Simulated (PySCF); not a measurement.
The scaffold allyl-X carries different groups X. Isolated molecules, 0 K electronic values unless said otherwise. One relaxed conformer stands for each flexible species; it need not be the lowest. Strings in code marks are SMILES.

Method: PBE-D3(BJ)/def2-TZVP // B3LYP-D3(BJ)/def2-TZVP in PySCF. Excitations are Tamm–Dancoff values on a coarser integration grid. The basis has no diffuse functions, so Rydberg states are missing or too high.

```tsv
species	LUMO (eV)	T1 excitation (TDA) (eV)
X = fluoro (`C=CCF` (C–C–C–F torsion 0°))	-0.88	4.58
X = hydroxy	-0.79	4.57
X = fluoromethyl (`C=CCCF` (C–C–C–C torsion 116°, C–C–C–F torsion 176°))	-1.04	4.51
X = thioformyl (`C=CCC=S` (C–C–C–C torsion -118°, C–C–C–S torsion 126°))	-3.13	1.83
```
